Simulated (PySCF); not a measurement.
## Radial density of Sc²⁺ (scandium, charge +2)

TPSS, [Ar] 3d1, 2D determinant. Calculation: PySCF 2.14, in def2-TZVP (6s4p4d1f, 45 functions); the non-relativistic Hamiltonian (point nucleus).

| r (bohr) | 4πr²ρ (e/bohr) | 4πr²(ρα − ρβ) |
| --- | --- | --- |
| 0.00103 | 0.07944 | 0.0000 |
| 0.00174 | 0.2188 | 0.0000 |
| 0.00293 | 0.5877 | 0.0000 |
| 0.00492 | 1.531 | 0.0000 |
| 0.00828 | 3.760 | -0.0001 |
| 0.0139 | 8.405 | -0.0001 |
| 0.0234 | 16.00 | -0.0002 |
| 0.0394 | 23.48 | -0.0003 |
| 0.0663 | 23.38 | -0.0002 |
| 0.112 | 18.22 | 0.0002 |
| 0.188 | 23.81 | 0.0089 |
| 0.315 | 22.56 | 0.0680 |
| 0.531 | 7.757 | 0.2809 |
| 0.893 | 8.942 | 0.5769 |
| 1.50 | 4.483 | 0.5130 |
| 2.53 | 0.4140 | 0.1664 |
| 4.25 | 0.01423 | 0.0134 |
| 7.14 | 1.841e-05 | 0.0000 |
